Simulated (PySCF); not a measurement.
Isomers of HB3O. Gas-phase values, no solvent. One relaxed conformer stands for each flexible species; it need not be the lowest. Strings in code marks are SMILES.

Quantity: electronic energy of isomers of HB3O relative to `B=BB=O`, in kJ/mol.

Case: `B1B2OB12`. Geometry of `B1B2OB12` (neutral, multiplicity 1, Å):

```xyz
5

B      0.8039     0.0172     0.2246
B     -0.6337    -0.7670     0.4302
O     -1.6175    -0.0184    -0.1722
B     -0.5243     0.7907    -0.3765
H      1.9716    -0.0225     0.3061
```

Question: Predict the electronic energy of isomers of HB3O relative to `B=BB=O` from HF/3-21G // CAM-B3LYP-D3(BJ)/def2-TZVP (PySCF).

Answer: 246.3 kJ/mol.
